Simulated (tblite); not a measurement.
Species: C4H11NSSi.
Cartesian coordinates in Å at the GFN2-xTB level; atoms count from 1:
```
atom  x, y, z in Å
C1    -2.4104    1.0905    0.3467
C2    -1.6737    0.3523   -0.4619
C3    -1.1985   -1.0288   -0.1505
C4     0.2791   -1.0340    0.2583
Si5    1.4266   -0.2901   -1.0581
N6     1.5016    1.4030   -0.7696
S7     3.4618   -0.9765   -0.8301
H8    -2.7469    0.7188    1.3007
H9    -2.7167    2.0912    0.0923
H10   -1.3510    0.7460   -1.4175
H11   -1.3265   -1.6613   -1.0320
H12   -1.7976   -1.4487    0.6608
H13    0.5717   -2.0631    0.4716
H14    0.3843   -0.4756    1.1905
H15    1.1025   -0.7690   -2.4030
H16    0.6516    1.9328   -0.6623
H17    2.2144    1.9555   -1.2194
H18    3.6190   -0.5367    0.4070
```

Method: GFN2-xTB as coded in tblite; computed harmonic values from a numerical Hessian at the method's own geometry, unscaled. Against measured fundamentals such values can be off by several per cent, at times by over 20. Modes of hydrogen on silicon and sulfur can be 10 to 20 % off. One conformer, not necessarily the lowest.

Harmonic wavenumbers (cm⁻¹): 33.4, 51.3, 94.1, 112.7, 143.9, 177.2, 188.9, 245.5, 277.3, 352.0, 426.2, 493.0, 517.4, 617.9, 637.5, 661.7, 706.2, 739.7, 763.0, 822.8, 895.8, 906.8, 918.4, 953.5, 1032.5, 1044.5, 1103.0, 1145.6, 1220.0, 1285.6, 1295.0, 1330.4, 1416.7, 1468.2, 1490.5, 1495.1, 1720.3, 2240.0, 2485.3, 2961.2, 2971.5, 2975.3, 2986.9, 3047.4, 3099.5, 3123.4, 3461.3, 3502.2.

A = 3985, B = 832.5, C = 738.7 MHz; mass 133.038 u (most abundant isotopes); point group C1, symmetry number 1.

**Question.** What is the zero-point energy?

**Answer.** ½Σν̃ = 30819 cm⁻¹ = 88.11 kcal/mol.

**Question.** Give the ideal-gas entropy at 350 K and 1 bar in the rigid-rotor, harmonic-oscillator model (classical rotation).

**Answer.** Translation 41.39, rotation 29.74, vibration 39.84: S = 111.0 cal/(mol K).

**Question.** And Cp and H(350 K) − H(0)?

**Answer.** Cp = 44.99 cal/(mol K), of which vibrations give 37.04 (their classical limit is 48 R = 95.4); H(350 K) − H(0) = 9.72 kcal/mol without the zero-point energy, 6.94 from vibrations.

**Question.** How do the functions run with temperature in this model?

**Answer.** 
```
T (K)  S (cal/(mol K))  Cp (cal/(mol K))  H − H(0) (kcal/mol)  G − H(0) (kcal/mol)  ln q(vib)
  100             72.6              20.9                 1.45                -5.81       2.48
  200             90.1              30.7                 4.03               -13.99       5.65
  300            104.4              40.4                 7.58               -23.73       8.63
  500            129.0              56.5                17.37               -47.15      14.23
  800            159.1              71.5                36.76               -90.55      21.86
 1000            175.9              78.2                51.77              -124.09      26.45
```

q(vib) and H(0) count from the zero-point level.

**Question.** What must be added to the electronic energy to get the Gibbs energy at 350 K and 1 bar?

**Answer.** ZPE + [H(350 K) − H(0)] − T·S = 88.11 + 9.72 − 38.84 = 58.99 kcal/mol.

**Question.** Blend soft modes into free rotors: weight 1/[1 + (100 cm⁻¹/ν̃)⁴] for the oscillator and the rest for a rotor with moment μB/(μ + B), μ = h/(8π²ν), B = 10⁻⁴⁴ kg m². What vibrational entropy results?

**Answer.** 35.92 cal/(mol K) in place of 39.84, which changes −T·S at 350 K by +1.37 kcal/mol.

**Question.** Which modes carry the vibrational entropy at 350 K?

**Answer.** 33.4 cm⁻¹: 5.93; 51.3 cm⁻¹: 5.08; 94.1 cm⁻¹: 3.89; 112.7 cm⁻¹: 3.53; 143.9 cm⁻¹: 3.06; 177.2 cm⁻¹: 2.66 cal/(mol K); the other 42 give 15.68 together.

Hindered rotation and anharmonicity are outside this model. Other conformers, if any are populated, would add a mixing term that is left out. The structure is chiral; the term R ln 2 for an equal mix with its mirror image is left out.

On Arm Neoverse N1, one thread, shared host with 64 logical CPUs at a one-minute load of 60, this took 1.2 s. This covers the Hessian and the dipole derivatives.
